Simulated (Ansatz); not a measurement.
Reaction (atomization): `CC(C)N[SiH3]` → 3 C• + 11 H• + N• + Si•

Calculated with Ansatz (gas phase, PBE0-D4/def2-TZVP geometries, no zero-point term in ΔE). CCSD(T)/CBS adds triple-zeta CCSD(T) − MP2 to the extrapolated MP2 energy (def2 sets, frozen cores). This one scheme is used for every species, atoms too. For atomizations the MP2-based limit and the directly extrapolated one differ by several kJ/mol either way, and by 10 to 25 for some Ge, Se and Sn compounds, so smaller differences from it don't rank the levels. Functionals use def2-TZVPP. B3LYP here is the variant with VWN-RPA as its local correlation; programs differ in this. Open shells (•) are unrestricted, without spin–orbit coupling. Spin–orbit coupling would lower the free atoms: a little for C, Si. Each species was taken in one conformer, which may not be the lowest.

CCSD(T)/CBS gives +1396.9 kcal/mol.

(1) Another level gave +1397.8 kcal/mol. Which?
A. B3LYP-D4/def2-TZVPP
B. SCS-MP2/def2-TZVPP
C. r2SCAN0/def2-TZVPP
D. B97M-V/def2-TZVPP

(2) What do rigid-rotor, harmonic-oscillator terms from PBE0-D4/def2-TZVP frequencies (298.15 K, 1 bar) make of the CCSD(T)/CBS value? (An estimate is asked.)

Largest T1 diagnostic among the species: 0.012.

Results:

(1) D. B97M-V 1397.8, B3LYP-D4 1399.5, r2SCAN0 1380.4, SCS-MP2/def2-TZVPP 1375.5 kcal/mol.

(2) The calculation gave: ΔZPE = -85.1 kcal/mol, ΔH = +1330.0 kcal/mol, ΔS = 1704 J/(mol·K), ΔG = +1208.5 kcal/mol. Open shells count their whole term as degenerate.

Leaving LDA and LC-ωPBE aside and taking each functional with its dispersion term where it has one, the values, not all of them listed here, spread over 39.6 kcal/mol, from BHLYP-D4 to PBE-D4. LDA lies +170.5 kcal/mol from PBE without D4, its usual overbinding. From BLYP to BHLYP (50 % exact exchange), in def2-TZVPP and without D4, ΔE moves by −10.7 kcal/mol: exact exchange takes away binding that semilocal exchange gives to molecules. At CCSD(T), def2-SVP lies −68.7 kcal/mol from the extrapolated value and def2-TZVPP −32.9 kcal/mol: correlation converges slowly with the basis, and small sets miss more of it in the bonded molecule than in its fragments.
